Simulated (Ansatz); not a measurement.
Reaction (isomerisation): `N=C(O)[CH2][SnH3]` → `CO[C](=N)[SnH3]`

Computed with Ansatz on PBE0-D4/def2-TZVP structures; ΔE is electronic, products minus reactants. CBS: MP2 limit from def2 TZ/QZ plus the TZ coupled-cluster correction, frozen cores. DFT in def2-TZVPP. B3LYP here is the variant with VWN-RPA as its local correlation; programs differ in this. Elements past krypton have def2 core potentials. For Sn outer-core shells are correlated without core-valence functions, which leaves a few kJ/mol of doubt a bond. One conformer a species, not always the lowest.

```csv
level,ΔE (kcal/mol),difference from CCSD(T)/CBS
PBE0-D4,21.9,0.2
ωB97M-V,21.3,-0.4
B3LYP,19.3,-2.4
MP2/def2-TZVPP,22.6,0.9
SCS-MP2/def2-TZVPP,21.1,-0.6
CCSD(T)/def2-TZVPP,20.9,-0.8
MP2/def2-QZVPP,23.1,1.4
HF/CBS(def2),20.9,-0.8
MP2/CBS(def2),23.4,1.7
CCSD/CBS(def2),22.2,0.5
CCSD(T)/CBS,21.7,0
```

Largest T1 diagnostic among the species: 0.014.

From PBE to PBE0 (25 % exact exchange), in def2-TZVPP and without D4, ΔE moves by +1.7 kcal/mol.
